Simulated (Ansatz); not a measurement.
Reaction (redistribution): `C=C(S)[SiH2][SiH3]` + `C=C=[CH][GeH3]` → `C=C=C[SiH2][SiH3]` + `C=[C](S)[GeH3]`

Gas-phase electronic energies from Ansatz, PBE0-D4/def2-TZVP geometries. CCSD(T)/CBS adds triple-zeta CCSD(T) − MP2 to the extrapolated MP2 energy (def2 sets, frozen cores). Functionals use def2-TZVPP. For Ge outer-core shells are correlated without core-valence functions, which leaves a few kJ/mol of doubt a bond. Scalar relativity is left out up to krypton. One conformer a species, not always the lowest.

```tsv
level	ΔE (eV)
r2SCAN-D4	-0.01
PBE0-D4	0.00
HF/def2-QZVPP	-0.04
MP2/def2-QZVPP	-0.02
```

(1) What does CCSD(T)/CBS give? (Best estimate.)

Largest T1 diagnostic among the species: 0.013.

## Answers

(1) Computed: -0.02 eV. The listed levels differ from it by 0.01, 0.02, -0.02, 0.00 eV.
